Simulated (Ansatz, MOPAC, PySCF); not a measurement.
Molecule: phosphorus nitride, PN, net charge 0, singlet state. SMILES: N#P
Geometry from a B3LYP-D3(BJ)/def2-TZVP (Ansatz, a program for electronic structure) optimisation:
```xyz
2

N      0.0000     0.0000    -1.0110
P      0.0000     0.0000     0.4718
```

Unscaled harmonic wavenumbers (cm⁻¹) in rising order, each level at the stationary point that it reaches from this structure (no distance between atoms moves by over 0.3 Å); the order of modes can differ between levels, and a negative number is imaginary. B3LYP-D3(BJ)/def2-TZVP (PySCF, at the structure above): 1404.

PM6 (MOPAC): 1496. Zero-point energy 2.1 against 2.0 kcal/mol; where all levels lie over 400 cm⁻¹, the wavenumbers are on average 1.065 times those of B3LYP-D3(BJ)/def2-TZVP.

HF/3-21G (Ansatz): 1459. Zero-point energy 2.1 against 2.0 kcal/mol; where all levels lie over 400 cm⁻¹, the wavenumbers are on average 1.039 times those of B3LYP-D3(BJ)/def2-TZVP.

HF/6-31G* (Ansatz): 1589. Zero-point energy 2.3 against 2.0 kcal/mol; where all levels lie over 400 cm⁻¹, the wavenumbers are on average 1.132 times those of B3LYP-D3(BJ)/def2-TZVP.
